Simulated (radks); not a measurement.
Species: Ta0.25+. Configuration: [Xe] 4f14 5d3 6s(up 1, down 0.75) (fractional occupations, a model configuration).

Calculated with a radial shooting solver on a logarithmic mesh with Libxc functionals: scalar-relativistic Kohn-Sham, r2SCAN, spin-polarised, spherical densities, finite nucleus; open shells are filled with parallel spins first (spin-orbit coupling, left out, can overturn this in heavy ions); meta-GGA in the generalised Kohn-Sham scheme; Fermi nuclear charge, rms radius 5.3507 fm.

Energy parts (eV):
part                       energy
total                  -424605.26
kinetic                 466399.29
electron-nucleus      -1048454.66
Hartree                 166038.99
exchange-correlation     -8588.88

Orbitals (lengths in bohr, moments of r in powers of bohr; <r^-3> diverges for s and p1/2):
orbital  occ.  eigenvalue (eV)  <r^-3>
1s up       1        -67438.94       -
1s down     1        -67438.95       -
2s up       1        -11613.59       -
2s down     1        -11613.42       -
2p up       3        -10175.55   18750
2p down     3        -10175.43   18750
3s up       1        -2671.280       -
3s down     1        -2671.289       -
3p up       3        -2241.506    4171
3p down     3        -2241.502    4171
3d up       5        -1739.090   537.1
3d down     5        -1739.016   537.1
4s up       1        -551.3468       -
4s down     1        -551.2505       -
4p up       3        -409.7383   956.7
4p down     3        -409.6583   956.3
4d up       5        -227.5258   105.3
4d down     5        -227.4237   105.3
4f up       7         -26.5982   17.19
4f down     7         -26.3018   17.32
5s up       1         -76.8348       -
5s down     1         -75.6153       -
5p up       3         -42.9310   128.9
5p down     3         -41.0870   134.1
5d up       3          -6.1131   5.705
5d down     0          -3.5199   5.524
6s up       1          -7.7136       -
6s down  0.75          -5.9859       -

The highest occupied level is 6s down at -5.986 eV. The electron density at the nucleus is 1.394e+06 e/bohr^3 (large components only). The density falls to 0.001 e/bohr^3 at r = 4.76 bohr.
